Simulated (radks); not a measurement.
The numbers below are computed, except where a source is named.
The mean radii <r> (bohr) of the occupied orbitals of an atom or ion are listed with their occupations. Level of theory: non-relativistic Kohn-Sham, PBE, spin-polarised, spherical densities, point nucleus (a radial shooting solver on a logarithmic mesh with Libxc functionals).

orbital  occ.      <r>
1s          2  0.09141
2s          2   0.4462
2p          6   0.4074
3s          2    1.495
3p          4    1.707

Name the element and its charge.

Answer. Z = 17, chlorine, charge +1: Cl+ in [Ne] 3s2 3p(up 2, down 2). The 1s radius gives Z: for a bare nucleus <r> = 1.5/Z, 0.08824 bohr for Z = 17, and screening makes it slightly larger (0.09141 here). The occupations add up to 16, and the charge is Z minus that.
